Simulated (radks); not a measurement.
Species: Tb XL. Configuration: [Ar] 3d8. Calculated with a radial shooting solver on a logarithmic mesh with Libxc functionals: scalar-relativistic Kohn-Sham, PBE, spin-unpolarised, spherical densities, point nucleus.

Unscreened Slater integrals over Kohn-Sham orbitals (hartree).

\begin{tabular}{lr}
integral & value \\ \hline
F0(3d,3d) & 4.3986 \\
F2(3d,3d) & 2.2532 \\
F4(3d,3d) & 1.4524 \\
F0(3d,3p) & 4.0998 \\
F2(3d,3p) & 1.9758 \\
G1(3d,3p) & 2.1479 \\
G3(3d,3p) & 1.4237 \\
F0(3d,3s) & 4.0651 \\
G2(3d,3s) & 1.6448 \\
F0(3d,2p) & 5.6158 \\
F2(3d,2p) & 1.6372 \\
G1(3d,2p) & 1.5030 \\
G3(3d,2p) & 0.86463 \\
F0(3p,3p) & 3.9237 \\
F2(3p,3p) & 1.9722 \\
F0(3p,3s) & 3.8901 \\
G1(3p,3s) & 2.5394 \\
F0(3p,2p) & 5.2191 \\
F2(3p,2p) & 1.2806 \\
G0(3p,2p) & 0.50858 \\
G2(3p,2p) & 0.55703 \\
F0(3s,3s) & 3.8658 \\
F0(3s,2p) & 5.0779 \\
G1(3s,2p) & 0.50332 \\
F0(2p,2p) & 11.314 \\
F2(2p,2p) & 5.3553 \\
\end{tabular}

Derived for the open shells (J is the average intra-shell exchange parameter used in DFT+U). 3d: Racah B = F2/49 - 5 F4/441 = 0.02952 hartree, C = 35 F4/441 = 0.1153 hartree, C/B = 3.91, F4/F2 = 0.645, J = (F2 + F4)/14 = 0.2647 hartree.
